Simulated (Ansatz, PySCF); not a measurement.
Spin states of HOTa (SMILES [OH][Ta]), each relaxed with B3LYP-D3(BJ)/def2-TZVP.
State 1 (charge 0, multiplicity 3):
```xyz
3

Ta    -0.97817    -0.82332    -0.87137
O      0.17740     0.15523     0.14896
H      0.76761     0.71546     0.65218
```
State 2 (charge 0, multiplicity 1):
```xyz
3

Ta    -0.9592    -0.7045    -0.8850
O      0.2690    -0.0551     0.3153
H      0.6570     0.8070     0.4996
```

Singlets are restricted, other states unrestricted; no spin–orbit coupling, no relativity up to Kr; see below for the cores. The largest T1 diagnostic is 0.055.

The values were computed with Ansatz (Gaussian basis) for Hartree–Fock, density functionals and correlated methods; PySCF for the dispersion terms. Values without a source in brackets are computed. In def2 rows elements past Kr take small-core potentials, without spin–orbit coupling.

**Question.** One of these levels gives 14.05 kcal/mol for the energy of the multiplicity-1 state less that of the multiplicity-3 state. Which?
(A) B3LYP-D3(BJ)/def2-TZVPP
(B) PBE0/def2-TZVPP
(C) B97M-V/def2-TZVPP
(D) r2SCAN/def2-TZVPP

**Answer.** C, B97M-V/def2-TZVPP. The others give 23.54 (r2SCAN/def2-TZVPP), 16.65 (B3LYP-D3(BJ)/def2-TZVPP), 21.24 (PBE0/def2-TZVPP)

Doubts at one or more of the structures used: a spin-contaminated determinant (r2SCAN/def2-TZVPP, B97M-V/def2-TZVPP, PBE0/def2-TZVPP).

Ansatz is a first-principles code.
